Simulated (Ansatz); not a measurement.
`[SiH3][SbH][Cl]` + `[OH][GaH][F]` → `[F][GaH][O][SiH3]` + `[Cl][SbH2]` at 400 K and 1 bar (cleavage of the Si–Sb bond).

Calculated with Ansatz (gas phase, PBE0-D4/def2-TZVP geometries, no zero-point term in ΔE). CCSD(T)/CBS adds triple-zeta CCSD(T) − MP2 to the extrapolated MP2 energy (def2 sets, frozen cores). def2 core potentials past Kr. For Ga, Sb outer-core shells are correlated without core-valence functions, which leaves a few kJ/mol of doubt a bond. Scalar relativity is left out up to krypton. Each species was taken in one conformer, which may not be the lowest.

```tsv
species	CCSD(T)/CBS energy (Eh)	H − E (kJ/mol)	S (J/(mol·K))
`[SiH3][SbH][Cl]`	-991.30233	113.9	370.6
`[OH][GaH][F]`	-2100.17635	80.2	309.5
`[F][GaH][O][SiH3]`	-2390.49581	131.9	390.8
`[Cl][SbH2]`	-701.00845	55.3	294.4
```

H − E and S are ideal-gas, rigid-rotor, harmonic terms from PBE0-D4/def2-TZVP, for one conformer and one mirror image of each species. 1 Eh = 2625.50 kJ/mol, R = 8.31446 J/(mol·K).

**Question.** By hand: ΔE, ΔH, ΔS and ΔG.

**Answer.** ΔE = (-2390.49581) + (-701.00845) − (-991.30233) − (-2100.17635) = -0.02558 Eh = -67.2 kJ/mol. Δ(H − E) = 131.9 + 55.3 − 113.9 − 80.2 = -6.9, so ΔH = -74.1 kJ/mol. ΔS = 390.8 + 294.4 − 370.6 − 309.5 = 5.1 J/(mol·K). ΔG = -74.1 − 400 × (5.1)/1000 = -76.1 kJ/mol.

**Question.** By hand: the equilibrium constant, and the temperature at which ΔG would vanish if ΔH and ΔS stayed fixed.

**Answer.** log₁₀ K = −ΔG/(RT ln 10) = 9.9. ΔH and −TΔS have one sign here, so there is no such temperature. One of them is within its doubt of zero, so this could turn.

The number of gas molecules stays the same, so ΔS is small and ΔH decides. A doubt of 5 kJ/mol in ΔE shifts log₁₀ K by 0.7 here. Other conformers and mirror images would add mixing entropy, several J/(mol·K) or more a flexible species. Modes under 60 cm⁻¹, often nearly free rotors, make the harmonic entropy too high. These are equilibria of isolated gas molecules and say nothing of rates. Largest T1 diagnostic: 0.015 (customary marks: 0.02 for closed shells, 0.045 for open ones).
